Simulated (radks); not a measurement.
The numbers below are computed, except where a source is named.
Correlation energies from several functionals, in hartree. Species: Fe22+ [He] 2s2; Ga30+ 1s1; Au11+ [Xe] 4f14; Tl16+ [Kr] 4d10 4f14 5s2 5p3. Code: a radial shooting solver on a logarithmic mesh with Libxc functionals. Model: non-relativistic Kohn-Sham, LDA (Slater exchange, Perdew-Wang correlation), spin-polarised, spherical densities, point nucleus. Every spin shell is full or empty, so the densities are truly spherical. Functionals are evaluated on that one density, not self-consistently.

functional      Fe22+      Ga30+    Au11+    Tl16+
PW92         -0.44475  -0.066009  -7.5262  -7.3561
VWN5         -0.44656  -0.065923  -7.5567  -7.3856
PZ           -0.44525  -0.066824  -7.5352  -7.3632
Wigner       -0.21992          0  -3.7331  -3.5225
Chachiyo     -0.44042  -0.065747  -7.4524  -7.2850
LYP          -0.14007          0  -3.8264  -3.6838
P86          -0.24871  -0.041273  -4.8754  -4.7242
AM05         -0.39041  -0.057529  -7.0903  -6.9364
TPSS         -0.11287          0  -4.3141  -4.1620
revTPSS      -0.11622          0  -4.3445  -4.1885
SCAN         -0.11827          0  -4.3456  -4.1980
B95          -0.19372          0  -5.4788  -5.3429
Tao-Mo      -0.089125          0  -4.2196  -4.0752
